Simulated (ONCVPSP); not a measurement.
## u(r) = r·R(r): atom against pseudo-atom (Sn)

Columns: radius, all-electron u(r) and pseudo u(r) of the 4s shell (level -141.76 eV) of tin in the configuration [Ar] 3d10 4s2 4p6 4d10 5s2 5p1; PBEsol, scalar-relativistic, ONCV scheme, ONCVPSP 4.0.1.

| r (bohr) | all-electron | pseudo |
| --- | --- | --- |
| 0.075 | 0.4612 | 0.1927 |
| 0.150 | -0.0538 | 0.3781 |
| 0.225 | -0.6710 | 0.5505 |
| 0.300 | -0.6415 | 0.7063 |
| 0.375 | -0.1996 | 0.8426 |
| 0.450 | 0.3387 | 0.9555 |
| 0.525 | 0.7919 | 1.0404 |
| 0.600 | 1.0981 | 1.0942 |
| 0.675 | 1.2571 | 1.1163 |
| 0.750 | 1.2988 | 1.1099 |
| 0.825 | 1.2584 | 1.0794 |
| 0.900 | 1.1669 | 1.0281 |
| 0.975 | 1.0489 | 0.9583 |
| 1.050 | 0.9213 | 0.8721 |
| 1.125 | 0.7951 | 0.7737 |
| 1.200 | 0.6770 | 0.6700 |
| 1.275 | 0.5702 | 0.5687 |
| 1.350 | 0.4761 | 0.4759 |
| 1.425 | 0.3947 | 0.3946 |
| 1.500 | 0.3254 | 0.3253 |
| 1.575 | 0.2670 | 0.2669 |
| 1.650 | 0.2181 | 0.2180 |
| 1.725 | 0.1776 | 0.1775 |
| 1.800 | 0.1441 | 0.1441 |
| 1.875 | 0.1167 | 0.1167 |
| 1.950 | 0.0943 | 0.0943 |

(1) How many radial nodes do the two functions have?

(2) At about which radius was the pseudo-wave matched?

(3) Is the pseudo-wave norm-conserving?

Answers

(1) The all-electron 4s function has n − l − 1 = 3 (the table is too coarse to show those close to the nucleus); the pseudo-wave has 0, since the states of the same l below it are removed with the core.

(2) 1.50 bohr. The columns agree to 0.0005 from 1.35 bohr on; several derivatives are matched, so the curves merge somewhat inside the radius.

(3) Yes: the ONCV scheme keeps the norm inside the radius equal to the all-electron one, which fixes the energy derivative of the logarithmic derivative at the level.
